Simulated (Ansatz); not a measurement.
One change: `O=CC(F)[TeH]` becomes `O=CC(F)[SiH2]Cl`.

Ansatz, PBE0-D4/def2-TZVP geometries, multiplicity 1. Each molecule was computed in one conformer, which needn't be the lowest.

Elements past krypton have def2 core potentials.

```
                                      property  `O=CC(F)[TeH]`
         HOMO energy (ωB97M-V/def2-TZVPP) / eV           -9.12
zero-point energy (PBE0-D4/def2-TZVP) / kJ/mol           119.6
          HOMO–LUMO gap (PBE0/def2-TZVPP) / eV            5.20
            LUMO energy (PBE0/def2-TZVPP) / eV           -1.81
             HOMO energy (PBE/def2-TZVPP) / eV           -5.95
         LUMO energy (ωB97M-V/def2-TZVPP) / eV            0.17
```

Q: What does the change do to each property? (Estimate.)

A: The calculation gave: 
| property | `O=CC(F)[SiH2]Cl` | shift |
| --- | --- | --- |
| HOMO energy (ωB97M-V/def2-TZVPP) / eV | -10.37 | -1.25 |
| zero-point energy (PBE0-D4/def2-TZVP) / kJ/mol | 150.9 | 31.3 |
| HOMO–LUMO gap (PBE0/def2-TZVPP) / eV | 6.48 | 1.28 |
| LUMO energy (PBE0/def2-TZVPP) / eV | -1.53 | 0.28 |
| HOMO energy (PBE/def2-TZVPP) / eV | -6.40 | -0.45 |
| LUMO energy (ωB97M-V/def2-TZVPP) / eV | 0.72 | 0.55 |

With PBE0 the HOMO falls by 1.00 eV and the LUMO rises by 0.28 eV, so the gap widens by about 1.28 eV. PBE moves the HOMO by -0.45 eV and ωB97M-V by -1.25 eV. The zero-point energy changes by 31.3 kJ/mol with +6 modes.

Spin–orbit coupling is left out; it splits and shifts lone-pair levels of the heavy atoms by tenths of an eV.
